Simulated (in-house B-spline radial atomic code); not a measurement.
# RPA and G0W0 on Hartree-Fock: Ba II (Ba+)

Configuration [Xe] 6s1, highest spin, mean-field start Hartree-Fock. Computed with a B-spline radial code for spherical atoms: all electrons, scalar-relativistic (spin-free one-electron X2C), finite nucleus, each spin shell either full or empty, empty states to l = 9 with an (l + 1/2)⁻⁴ tail; G0W0 by contour deformation at full frequency.

RPA overbinds a lone outer s electron by self-correlation, and G0W0 tends to as well.

Command:
```bash
python run_gw.py task.json out
```
Settings (radii: box in bohr, nucleus in fm):
```
Z                        56
electrons                55
configuration            [Xe] 6s1
hamiltonian              x2c
method                   hf
lmax                     9
rms_radius               4.8378
spin_polarised           True
box_radius               23.78
intervals                70
ion_configuration        [Kr] 4d10 5s2 5p6
```

Time taken, with all properties: 9.4 s on 1 thread of Arm Neoverse V1, with other jobs on the host.

Energies (hartree):

```tsv
term	value
mean-field total	-8131.51910
Hartree-Fock functional on these orbitals	-8131.51910
direct second order	-4.4872
second-order exchange	1.2301
SOSEX correction	1.1619
```

(1) What is the RPA correlation energy, and what remains with SOSEX?

Quasi-particle levels (eV):

```json
{"level": "6s up", "occupied": "yes", "mean field": "-9.402", "Σx - vxc": "0.00", "Σc": "?", "QP weight": "?", "G0W0": "?"}
{"level": "5p down", "occupied": "yes", "mean field": "-29.754", "Σx - vxc": "0.00", "Σc": "-0.53", "QP weight": "0.929", "G0W0": "-30.29"}
{"level": "5p up", "occupied": "yes", "mean field": "-29.852", "Σx - vxc": "0.00", "Σc": "-0.52", "QP weight": "0.886", "G0W0": "-30.37"}
{"level": "6s down", "occupied": "no", "mean field": "-4.150", "Σx - vxc": "0.00", "Σc": "-0.93", "QP weight": "0.954", "G0W0": "-5.082"}
```

G0W0 = mean field + (Σx - vxc) + Σc, with Σc (partial-wave tail included) taken at the quasi-particle energy. Only the outer levels were computed. Levels of low weight are left out.

(2) Where does G0W0 put 6s up?

(3) What does it cost to remove one electron (to [Kr] 4d10 5s2 5p6) by differences of total energies, each species on its own start (correlation terms add to the Hartree-Fock functional)?

Answers

(1) RPA gives -4.0214 hartree (-1.99 eV per electron); RPA + SOSEX gives -2.8595, and the second-order doubles (MP2) -3.2571 hartree. SOSEX takes back 29 % of the RPA value.

(2) At -10.245 eV, with Σc = -0.84 eV and a quasi-particle weight of 0.963. The tabulated removal energy is 10.004 eV (NIST, measured); the calculation leaves out spin-orbit coupling, Breit and QED terms, and what these don't explain is the method's own error.

(3) Hartree-Fock functional 9.368 eV, + RPA 10.091 eV, + RPA + SOSEX 9.801 eV, + second order 10.060 eV. Tabulated: 10.004 eV (NIST, measured); the calculation leaves out spin-orbit coupling, Breit and QED terms, and what these don't explain is the method's own error.
